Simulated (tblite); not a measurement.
Run record: tight-binding relaxation, `CB(C)C#[C][Ga]([CH3])[CH3]`.

Computed with GFN2-xTB geometry optimisation, gas phase (tblite 0.8.0). Start geometry: from a force field or distance geometry. The input is one job of a driver script: a line of settings, then coordinates in Å.

Command:
```bash
OMP_NUM_THREADS=1 python probes_run.py task.json out
```

Input:
```
{"job": {"kind": "relax", "xc": "GFN2-xTB", "basis": "xTB"}, "charge": 0, "multiplicity": 1}
C     -2.777600    -1.584900     0.862400
B     -2.496200    -0.365100    -0.130000
C     -3.529600     0.833200    -0.031900
C     -1.009600     0.005300    -0.338500
C      0.155300     0.302800    -0.486700
Ga     2.245500     0.822000    -0.775100
C      3.199700     0.800000     1.187300
C      3.296100    -0.086600    -1.896100
H     -3.844600    -1.840400     0.910300
H     -2.414500    -1.284200     1.871400
H     -2.202700    -2.450200     0.514800
H     -4.274500     0.697500     0.786700
H     -4.006600     0.976200    -1.007600
H     -2.916800     1.736400     0.191000
H      3.332100    -0.280700     1.327200
H      2.486900     1.162100     1.993000
H      4.141900     1.381400     1.199700
H      2.823300    -0.381000    -2.856700
H      4.164000     0.580600    -2.105300
H      3.622600    -1.013700    -1.346100
```

Output:
```
step      E/eV     max force
  0    -577.24909    6.661
  1    -577.97025    3.505
  2    -578.20015    4.726
  3    -578.40959    1.279
  4    -578.49899    0.941
  5    -578.56975    0.996
  6    -578.61108    0.490
  7    -578.64726    0.690
  8    -578.67014    0.563
  9    -578.69241    0.436
... (93 lines left out)
103    -578.97709    0.022
104    -578.97718    0.017
105    -578.97723    0.017
106    -578.97727    0.015
107    -578.97731    0.033
108    -578.97736    0.017
109    -578.97741    0.016
110    -578.97746    0.014
111    -578.97747    0.012
112    -578.97750    0.008
```

«max force» is the largest atomic force in eV/Å.

Q: From which step on does the largest force stay under 0.1 eV/Å, and how much energy is left to gain from there?

A: From step 73 (0.090 eV/Å), 8.8 meV above the end.

Main results: energy lowered by 39.9 kcal/mol over 112 steps; largest atomic force 0.008 eV/Å at the end.

Time: 0.93 s wall. Hardware: Arm Neoverse V1, one thread, no GPU (shared host).
Labels such as C1 count atoms from 1, the log's own numbers from 0.
